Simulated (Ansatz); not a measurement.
`NB(N)O[SiH3]` + `OBF` → `FBO[SiH3]` + `NB(N)O`  (ligand exchange at the Si–O bond)

Gas-phase electronic energies from Ansatz, PBE0-D4/def2-TZVP geometries. CCSD(T)/CBS is the MP2 limit (def2-TZVPP, def2-QZVPP) plus CCSD(T) − MP2 in def2-TZVPP, frozen cores. This one scheme is used for every species. Functionals use def2-TZVPP. B3LYP here is the variant with VWN-RPA as its local correlation; programs differ in this. One conformer a species, not always the lowest.

```
   level  ΔE (kJ/mol)
B3LYP-D4         13.1
 ωB97X-V         11.1
```

**Question.** What does CCSD(T)/CBS give? (Best estimate.)

**Answer.** Ansatz gave: +10.9 kJ/mol. The listed levels differ from it by 2.2, 0.2 kJ/mol.

**Question.** What do rigid-rotor, harmonic-oscillator terms from PBE0-D4/def2-TZVP frequencies (298.15 K, 1 bar) make of the CCSD(T)/CBS value? (Estimate.)

**Answer.** Ansatz gave: ΔZPE = -2.2 kJ/mol, ΔH = +9.9 kJ/mol, ΔS = 9 J/(mol·K), ΔG = +7.3 kJ/mol. Modes under 50 cm⁻¹ make the entropy rough.

Largest T1 diagnostic among the species: 0.013.

The D4 term adds +3.8 kJ/mol with B3LYP and +2.2 kJ/mol with PBE0; it sums over pairs of atoms, weighted by their polarisabilities, and B3LYP, whose exchange is more repulsive, gets the larger term. Leaving LDA and LC-ωPBE aside and taking each functional with its dispersion term where it has one, the values, not all of them listed here, spread over 4.0 kJ/mol, from B2PLYP to revPBE-D4. LDA lies +3.4 kJ/mol from PBE without D4.
